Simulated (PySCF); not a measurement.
Spectroscopy problems

One conformer, one averaged value for each set of equivalent atoms, no solvent, no relativistic terms. Shieldings: GIAO PBE0/pcSseg-1; structure optimised with GFN2-xTB; PySCF 2.14.

δ = σ(ref) − σ, references computed at the same level: TMS for 1H and 13C. Splittings of carbon signals by F and P are missing where no couplings were computed. Where no couplings were computed, multiplicities follow the n + 1 count of equivalent neighbours, and m marks all less simple cases (inequivalent or close neighbours, rings, F or P nearby). Shifts are as computed. Against solution values, carbons near 30 ppm lie about +3 ppm off and those near 130 ppm about +5 ppm; carbons on Cl a further +6 ppm. Of 1211 compounds with measured shifts, 218 miss one by over three times the rms of a fit or turn the order of signals round; such compounds aren't used in these exercises. Carbons bonded to Cl come out too deshielded.

**Question.** C5H5ClF2. 1H NMR (600 MHz, computed): δ 6.39 (m, 1H), 5.81 (m, 1H), 5.67 (m, 2H), 5.52 (m, 1H). 13C{1H} NMR (computed): δ 158.9, 144.3, 122.9, 115.1, 86.6. Identify the compound.

**Answer.** SMILES C=C(/C=C(/F)Cl)CF. The formula gives 2 degrees of unsaturation (no ring in the answer). 5 carbon signals for 5 carbons: no two carbons are equivalent. Carbon types of the structure: 2 × C, 1 × CH, 2 × CH2, which accounts for all hydrogens. δC 158.9, 144.3: fully substituted alkene carbon; an sp2 carbon of a C=C bond. δC 122.9: terminal =CH2 carbon; the olefinic region. δC 115.1: alkene CH; the olefinic region. δC 86.6: allylic sp3 CH2 bonded to F; pulled downfield by the heteroatom.

This is the structure that produced the data.

**Question.** C8H17P. 1H NMR (300 MHz, computed): δ 7.53 (m, 1H), 6.61 (m, 1H), 6.54 (m, 1H), 1.39 (m, 3H), 1.07 (m, 9H), -0.43 (m, 2H). 13C{1H} NMR (computed): δ 144.2 (CH2), 137.8 (CH), 38.6 (C), 26.3 (CH3), 12.4 (CH3), -14.4 (CH2). What is it?

**Answer.** `C[P@@](C=C)(=C)C(C)(C)C`. 6 carbon signals for 8 carbons: some carbons are equivalent by symmetry or fast rotation. Carbon types of the structure: 1 × C, 1 × CH, 2 × CH2, 4 × CH3, which accounts for all hydrogens. δC 144.2: terminal =CH2 carbon; the olefinic region. δC 137.8: alkene CH; an sp2 carbon of a C=C bond. δC 26.3: methyl carbon; saturated and bonded to C and H only. δH 6.61: hydrogen on an alkene CH; olefinic region.

The data come from this structure; uniqueness wasn't tested.
